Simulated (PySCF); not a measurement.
Species: C8H13OP.
SMILES with atom numbers: `[CH3:1][c:2]1[o:3][cH:4][c:5]([C:6]([CH3:7])([CH3:8])[CH3:9])[p:10]1`

Structure used (GFN2-xTB), in Å, numbered top down from 1:
```xyz
23
C8H13OP angstrom
C      3.9575    0.0503    0.8514
C      2.5293   -0.0009    0.4286
O      2.2927   -0.3697   -0.8408
C      0.9807   -0.3805   -1.1121
C      0.1588   -0.0270   -0.0939
C     -1.3450    0.0397   -0.1159
C     -1.8961   -0.2216   -1.5191
C     -1.8871   -1.0143    0.8557
C     -1.7814    1.4318    0.3520
P      1.1302    0.3528    1.3556
H      4.4207   -0.9312    0.7477
H      4.0228    0.3666    1.8887
H      4.5150    0.7495    0.2277
H      0.7316   -0.6698   -2.1170
H     -1.5075    0.5070   -2.2268
H     -1.6291   -1.2188   -1.8604
H     -2.9811   -0.1436   -1.5089
H     -1.5814   -2.0112    0.5447
H     -1.4994   -0.8323    1.8568
H     -2.9737   -0.9771    0.8892
H     -2.8668    1.5013    0.3774
H     -1.3998    2.1965   -0.3216
H     -1.3957    1.6294    1.3511
```

Probes without a nucleus sit at each ring's centroid and 1 Å off its mean plane on both sides; NICS is minus the shielding there, NICSzz its component along the normal. Level: GIAO PBE0/pcSseg-1 (PySCF, non-relativistic, gas phase) on the GFN2-xTB geometry, one conformer.

Ring bond lengths (Å), with Mayer bond orders in brackets: C2–O3 1.343 (1.05), O3–C4 1.340 (1.05), C4–C5 1.355 (1.66), C5–P10 1.786 (1.12), P10–C2 1.715 (1.52).

Task: What do the NICS probes read (ppm)?

Result: 
```
           ring                                                     type  NICS(0)  NICS(1), two faces  NICS(1)zz, two faces  rms pucker (Å)  centre to ring atoms, mean (Å)
C2–O3–C4–C5–P10  5-membered ring with O and P; formal bonds all aromatic    -10.3        -10.0 / -9.9         -22.0 / -21.8            0.00                            1.27
```

Task: What do they say, and how far can they be read as aromaticity?

Result: 
- C2–O3–C4–C5–P10: mean NICS(1)zz -21.9 ppm, shielded.

Task: How equal are the bonds by HOMA? HOMA = 1 − mean of α(R − Ropt)² over the ring bonds, with Krygowski's 1993 parameters (CC: Ropt 1.388 Å, α 257.7 Å⁻²; CO: Ropt 1.265 Å, α 157.38 Å⁻²; CP: Ropt 1.698 Å, α 118.91 Å⁻²).

Result: 
- C2–O3–C4–C5–P10: HOMA 0.39; the largest term is that of C2–O3, α(R − Ropt)² = 0.96.

Task: Give the inner angles of the rings and the Hirshfeld charges of the ring atoms.

Result: 
- C2–O3–C4–C5–P10: C2 115.1° (+0.019 e), O3 111.5° (-0.056 e), C4 116.1° (0.000 e), C5 109.6° (-0.074 e), P10 87.8° (+0.028 e); sum 540.0° against 540° for a flat convex ring.

The run took 59 s of wall time on one thread of an Arm Neoverse V1, no GPU, shared host with 32 logical CPUs at a one-minute load of 12, and the process peaked at 1.1 GiB of memory. This is the whole shielding run at PBE0/pcSseg-1, SCF included.
